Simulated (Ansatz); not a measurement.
Abridged output of a molecular run in Ansatz:

```
Functional definition: HF
1341 factors; integrals over basis functions are off by at most 2.3e-4 eV
mean field evaluation 1: about -29369.2279 eV, gradient 1.7e1 eV
mean field evaluation 2: about -29369.3336 eV, gradient 1.7e1 eV
mean field evaluation 4: about -29370.5646 eV, gradient 1.2e0 eV
mean field evaluation 8: about -29370.5839 eV, gradient 5.1e-6 eV
mean field -29370.58391061 eV, -1079.3490506182 hartree, gradient 1.6e-6 eV, S^2 0.000000; 0 other end points of the search recorded, 0 dependent functions left out
16 core orbitals not correlated: weight in the atoms' cores, before any rotation towards them, 1.000 or more for the frozen orbitals, at most 0.000 for the correlated occupied ones
reference -29370.58391061 eV, -1079.3490506182 hartree; 32, 32 occupied and 56, 56 virtual orbitals, 1341 factors
second order -11.59957255 eV of doubles, -0.00000000 eV of singles
cycle   1  -11.93509751 eV  change   -3.4e-1 eV  update   8.4e-2
cycle   2  -12.17034919 eV  change   -2.4e-1 eV  update   2.4e-2
cycle   3  -12.21511921 eV  change   -4.5e-2 eV  update   1.3e-2
cycle   4  -12.21045965 eV  change    4.7e-3 eV  update   3.1e-3
cycle   5  -12.20941302 eV  change    1.0e-3 eV  update   1.1e-3
cycle   6  -12.20932500 eV  change    8.8e-5 eV  update   3.0e-4
cycle   7  -12.20931011 eV  change    1.5e-5 eV  update   9.0e-5
cycle   8  -12.20933333 eV  change   -2.3e-5 eV  update   2.9e-5
perturbative correction -0.33571616 eV, -0.0123373413 hartree
Total energy: -29383.12896010 eV, -1079.8100726837 hartree
```

Its atoms:

```xyz
4

I    -1.3595   -1.1288    1.9580
In    0.0003   -0.0002   -0.0001
I     1.7814    1.8691    0.5383
I    -0.4222   -0.7401   -2.4962
```

Which basis set was used?
A. def2-TZVPPD
B. cc-pV(T+d)Z
C. def2-SVP
D. def2-SVPD

C. It gives 104 functions.

Write the keys of the input that set method, charge and spin (a neutral closed shell needs none for the last two).


```yaml
correlation: {method: ccsd_t}
```
